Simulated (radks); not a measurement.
Question: The mean radii <r> (bohr) of the occupied orbitals of an atom or ion are listed with their occupations. Method: scalar-relativistic Kohn-Sham, SCAN, spin-polarised, spherical densities, finite nucleus; meta-GGA in the generalised Kohn-Sham scheme; Fermi nuclear charge, rms radius of each element as measured or else 0.836 A^(1/3) + 0.57 fm; computed with a radial shooting solver on a logarithmic mesh with Libxc functionals.

| orbital | occ. | <r> |
|---|---|---|
| 1s | 2 | 0.02906 |
| 2s | 2 | 0.1254 |
| 2p | 6 | 0.1096 |
| 3s | 2 | 0.3385 |
| 3p | 6 | 0.3372 |
| 3d | 10 | 0.3146 |
| 4s | 2 | 0.8201 |
| 4p | 6 | 0.8855 |
| 4d | 10 | 1.082 |
| 5p | 2 | 2.636 |

Name the element and its charge.

Answer: Z = 50, tin, charge +2: Sn2+ in [Kr] 4d10 5p(up 1, down 1) 5s(up 0, down 0). The 1s radius gives Z: for a bare nucleus <r> = (2 gamma + 1)/(2Z) with gamma = sqrt(1 - (Z/c)^2), 0.02862 bohr for Z = 50, and screening makes it slightly larger (0.02906 here). The occupations add up to 48, and the charge is Z minus that.
